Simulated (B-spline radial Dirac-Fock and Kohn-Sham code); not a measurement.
**Dipole and non-dipole photoemission parameters of Os⁺ 5d3/2**

System: osmium as Os⁺, [Xe] 4f14 5d6 6s1; threshold 18.78 eV (orbital energy of the model). Level of theory: Dirac-Hartree-Slater photoionisation with a Latter tail; cross sections with all multipoles, angular parameters from the dipole term and its interference with E2; a radial B-spline solver.

For linearly polarised light dσ/dΩ = σ/(4π) [1 + β P₂(cos θ) + (δ + γ cos²θ) sin θ cos φ], with θ from the polarisation vector and φ the angle between the beam and the projection of the electron momentum on the plane normal to the polarisation.

```
hν (eV)  σ (kb)       β       γ       δ
   65.7    1620   1.158   0.032   0.016
     80     788   1.424   0.078   0.020
   94.7     395   1.666   0.143   0.020
    108     221   1.845   0.214   0.015
    140    65.6   1.936   0.361  -0.008
    160    36.2   1.551   0.352  -0.020
    167    30.5   1.319   0.320  -0.021
    200    18.9   0.005   0.053   0.010
    203    18.5  -0.093   0.030   0.014
    247    17.7  -0.686  -0.111   0.065
    329    20.3  -0.245   0.043   0.071
    369    20.7  -0.013   0.111   0.060
    492    19.3   0.463   0.192   0.031
    600    16.9   0.709   0.177   0.014
    697    14.8   0.858   0.140   0.006
    731    14.0   0.900   0.126   0.004
    986    9.63   1.115   0.029  -0.001
   1220    6.95   1.225  -0.021   0.002
 1486.9    4.94   1.301  -0.039   0.008
   2070    2.58   1.381   0.016   0.021
   2480    1.74   1.403   0.093   0.029
   4000   0.543   1.395   0.451   0.057
   4720       ?       ?       ?       ?
   4950   0.307   1.365   0.669   0.073
 5414.7   0.239   1.348   0.768   0.080
 8047.8  0.0749   1.247   1.242   0.125
  11200  0.0265   1.137   1.664   0.180
  12700  0.0176   1.091   1.824   0.207
  12900  0.0167   1.085   1.844   0.210
  15000  0.0101   1.026   2.031   0.247
```

**Question.** Give the values at 4720 eV.

**Answer.** σ = 0.350 kb, β = 1.373, γ = 0.618, δ = 0.069.

Values without a named source are computed, but for edge energies of neutral atoms, which are taken from tables.
